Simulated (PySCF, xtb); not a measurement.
OZr, SMILES [O]=[Zr], multiplicity 1.

GFN2-xTB (xtb) at its own geometry gives an orbital gap of 1.66 eV and a dipole moment of 7.61 D.

Geometry: PBE0-D3(BJ)/def2-TZVPD. The multiplicity is an assumed one; other spin states were not compared. The def2 effective core potentials stand for the cores of Zr; spin–orbit coupling is left out.

Problem. What does PySCF with M06-2X/def2-TZVPD give? (The exact figures need the calculation; the answer reports its results.)

Solution. gap 1.68 eV (levels -3.68 and -1.99 eV), dipole 6.70 D.
